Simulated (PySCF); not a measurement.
Constitutional and geometric isomers with formula H2F2Si2. Isolated molecules, 0 K electronic values unless said otherwise. Strings in code marks are SMILES.

Quantity: electronic energy of isomers of H2F2Si2 relative to `F[Si](F)=[SiH2]`, in eV.

Level 1: PBE-D3(BJ)/def2-TZVP // ωB97X-D3(BJ)/def2-TZVP (PySCF)
Level 2: B3LYP/6-311+G** // ωB97X-D3(BJ)/def2-TZVP (PySCF)
Level 3: PBE/6-31G* // ωB97X-D3(BJ)/def2-TZVP (PySCF)
Level 4: HF/6-31G* // ωB97X-D3(BJ)/def2-TZVP (PySCF)

```json
[
 {"species": "`F/[SiH]=[SiH]/F`", "level 2": "0.366", "level 3": "0.54", "level 4": "0.420"},
 {"species": "`F/[SiH]=[SiH]\\F`", "level 2": "0.331", "level 3": "0.47", "level 4": "0.386"}
]
```

What does level 1 give for each?


- `F/[SiH]=[SiH]/F`: 0.53
- `F/[SiH]=[SiH]\F`: 0.47
